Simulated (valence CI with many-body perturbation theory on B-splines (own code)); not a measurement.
# Level structure of Cs34+

Calculated by relativistic CI+MBPT: three valence electrons over a frozen Dirac-Fock core [Ar], radial functions for each j: 7 s, 7 p, 8 d, 6 f, 4 g, 1 h, with the one-electron correlation potential Σ1, the two-electron term Σ2, the three-electron term Σ3, Breit, model QED; selected CI, second order for the rest, scaled by the run's own slope (own B-spline code, finite nucleus).

The last digits are not significant, and no measured levels were compared; by estimate large intervals hold to a few tenths of a per cent, small ones and those within an open d or f shell to about a per cent. Only levels of the ground parity were solved; by the run's estimate the other parity begins above the list, which can be wrong where configurations are misplaced.

Levels 1 to 19 of 19, with energies above the lowest level, (3d3/2^3) J=3/2. "Leading %" is the weight of the configuration and term that name the level; weights of strongly mixed levels are sums over their largest components and can fall short. In the jj column 3d3/2^4 stands for four electrons in 3d with j = 3/2. Lifetimes count E1, E2, E3, M1 and M2 decay at the calculated energies, and are blank where another channel may lead or the interval is too uncertain; long ones can be off by a factor of two.

| No. | Configuration | Term | J | E (eV) | Leading % | Lifetime | Leading jj |
| --- | --- | --- | --- | --- | --- | --- | --- |
| 1 | 3d³ | ⁴F | 3/2 | 0.000 | 63 |  | 3d3/2^3 (90 %) |
| 2 | 3d³ | ⁴F | 5/2 | 12.365 | 90 | 33.1 μs | 3d3/2^2 3d5/2 (96 %) |
| 3 | 3d³ | ⁴P | 3/2 | 17.807 | 42 | 32.4 μs | 3d3/2^2 3d5/2 (92 %) |
| 4 | 3d³ | ⁴F | 7/2 | 18.020 | 58 | 451 μs | 3d3/2^2 3d5/2 (82 %) |
| 5 | 3d³ | ²G | 9/2 | 19.605 | 43 | 42.9 ms | 3d3/2^2 3d5/2 (92 %) |
| 6 | 3d³ | ⁴P | 1/2 | 20.749 | 64 | 93.9 μs | 3d3/2^2 3d5/2 (99 %) |
| 7 | 3d³ | ⁴P | 5/2 | 31.556 | 73 | 59.2 μs | 3d3/2^2 3d5/2 (61 %) |
| 8 | 3d³ | ²G | 7/2 | 31.783 | 56 | 13.6 μs | 3d3/2 3d5/2^2 (88 %) |
| 9 | 3d³ | ⁴F | 9/2 | 33.705 | 52 | 23.6 μs | 3d3/2 3d5/2^2 (85 %) |
| 10 | 3d³ | ²D | 3/2 | 37.294 | 42 | 8.80 μs | 3d3/2 3d5/2^2 (98 %) |
| 11 | 3d³ | ²P | 1/2 | 39.041 | 64 | 15.8 μs | 3d3/2 3d5/2^2 (99 %) |
| 12 | 3d³ | ²H | 11/2 | 40.664 | 100 | 50.6 μs | 3d3/2 3d5/2^2 (100 %) |
| 13 | 3d³ | ²D | 5/2 | 43.067 | 87 | 22.5 μs | 3d3/2 3d5/2^2 (66 %) |
| 14 | 3d³ | ²F | 5/2 | 45.360 | 66 | 25.7 μs | 3d3/2 3d5/2^2 (85 %) |
| 15 | 3d³ | ²F | 7/2 | 47.457 | 89 | 31.6 μs | 3d3/2 3d5/2^2 (94 %) |
| 16 | 3d³ | ²G | 9/2 | 52.058 | 57 | 9.87 μs | 3d5/2^3 (92 %) |
| 17 | 3d³ | ²P | 3/2 | 54.078 | 52 | 10.4 μs | 3d5/2^3 (58 %) |
| 18 | 3d³ | ²D | 3/2 | 66.042 | 90 | 9.46 μs | 3d3/2 3d5/2^2 (58 %) |
| 19 | 3d³ | ²D | 5/2 | 69.960 | 70 | 5.48 μs | 3d5/2^3 (84 %) |

The ionisation energy to 3d² ³F2 of the next ion comes out as 2230.6 eV (NIST: 2230 ± 5 eV (theoretical)). All 19 levels together are meant to be complete up to 72.758 eV.
